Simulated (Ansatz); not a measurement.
`[OH][InH][F]`. Total charge 0; spin multiplicity 1. In: def2 effective core potential.

Question: What are the harmonic wavenumbers in cm⁻¹ at PBE0-D4/def2-TZVP (Ansatz, finite differences of forces, unscaled)? (Best estimate.)

Answer: The calculation gave: 151, 308, 403, 412, 600, 623, 806, 1903, 3893.

Question: Is this a minimum?

Answer: Yes, all 9 modes are real.

Question: Give the ideal-gas thermochemistry at 298.15 K and 1 bar (rigid rotor, harmonic oscillator; point group Cs, symmetry number 1).

Answer: Zero-point energy 54.4 kJ/mol; H(298) − E = 69.7 kJ/mol; entropy 303.7 J/(mol·K), of which translation 171.5, rotation 103.0, vibration 29.2; G(298) − E = -20.8 kJ/mol.

Question: Rotational constants (cm⁻¹)?

Answer: 0.4146, 0.1839, 0.1274.
